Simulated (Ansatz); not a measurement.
`C[CH](C)[Sn][Cl]` + `CNC` → `C[N](C)[Sn][Cl]` + `CCC` at 600 K and 1 bar (ligand exchange at the Sn–C bond).

Program: Ansatz. Geometries: PBE0-D4/def2-TZVP. ΔE: electronic, gas phase. CCSD(T)/CBS is the MP2 limit (def2-TZVPP, def2-QZVPP) plus CCSD(T) − MP2 in def2-TZVPP, frozen cores. Elements past krypton have def2 core potentials. For Sn outer-core shells are correlated without core-valence functions, which leaves a few kJ/mol of doubt a bond. One conformer a species, not always the lowest.

```json
{"species": "`C[CH](C)[Sn][Cl]`", "CCSD(T)/CBS energy (Eh)": "-792.22854", "H − E (kJ/mol)": "310.4", "S (J/(mol·K))": "477.3"}
{"species": "`CNC`", "CCSD(T)/CBS energy (Eh)": "-135.00321", "H − E (kJ/mol)": "284.6", "S (J/(mol·K))": "333.5"}
{"species": "`C[N](C)[Sn][Cl]`", "CCSD(T)/CBS energy (Eh)": "-808.28811", "H − E (kJ/mol)": "278.7", "S (J/(mol·K))": "457.4"}
{"species": "`CCC`", "CCSD(T)/CBS energy (Eh)": "-118.98051", "H − E (kJ/mol)": "315.9", "S (J/(mol·K))": "335.6"}
```

H − E and S are ideal-gas, rigid-rotor, harmonic terms from PBE0-D4/def2-TZVP, for one conformer and one mirror image of each species. 1 Eh = 2625.50 kJ/mol, R = 8.31446 J/(mol·K).

Q: By hand: ΔE, ΔH, ΔS and ΔG.

A: ΔE = (-808.28811) + (-118.98051) − (-792.22854) − (-135.00321) = -0.03687 Eh = -96.8 kJ/mol. Δ(H − E) = 278.7 + 315.9 − 310.4 − 284.6 = -0.4, so ΔH = -97.2 kJ/mol. ΔS = 457.4 + 335.6 − 477.3 − 333.5 = -17.8 J/(mol·K). ΔG = -97.2 − 600 × (-17.8)/1000 = -86.5 kJ/mol.

Q: By hand: the equilibrium constant, and the temperature at which ΔG would vanish if ΔH and ΔS stayed fixed.

A: log₁₀ K = −ΔG/(RT ln 10) = 7.5. ΔG = 0 at ΔH/ΔS = 5461 K, far beyond where these terms or the molecules hold.

ΔH outweighs TΔS. A doubt of 5 kJ/mol in ΔE shifts log₁₀ K by 0.4 here. Other conformers and mirror images would add mixing entropy, several J/(mol·K) or more a flexible species. Modes under 60 cm⁻¹, often nearly free rotors, make the harmonic entropy too high. These are equilibria of isolated gas molecules and say nothing of rates. Largest T1 diagnostic: 0.017 (customary marks: 0.02 for closed shells, 0.045 for open ones).
